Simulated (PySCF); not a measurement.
Computed vibrations of Hg2Br2

Hg2Br2 (singlet). PySCF 2.14.0, RKS B3LYP, Hg def2-SVP with ECP60, Br def2-SVP; non-relativistic Hamiltonian with scalar-relativistic core potentials where named; density fitting; no spin-orbit coupling. Central differences of gradients.

```xyz
4

Hg    0.0000    0.0000    2.0948
Hg    0.0000    0.0000   -2.0948
Br    1.9010    0.0000    0.0000
Br   -1.9010    0.0000    0.0000
```

Run from Python with OMP_NUM_THREADS=2. Where DIIS fails, smearing, a level shift and second-order steps follow.
It took 64 s on 2 threads of Arm Neoverse V1, with other jobs on the host.

Task: What are the harmonic wavenumbers and infrared intensities?

Result: Modes are labelled in D2h; negative numbers are unstable modes, those under 60 cm⁻¹ near the noise; a finer grid moves soft modes by up to 10 cm⁻¹.
```tsv
cm⁻¹	km/mol	symmetry
-79	–	b2u
57	0.0	ag
72	1.6	b3u
95	0.0	b3g
121	9.9	b1u
140	0.0	ag
```

Task: Is this a minimum?

Result: No: 1 unstable; the lowest moves the atoms so:
```
Hg   0.00  0.00 -0.26
Hg   0.00  0.00 -0.26
Br   0.00  0.00  0.66
Br   0.00  0.00  0.66
```
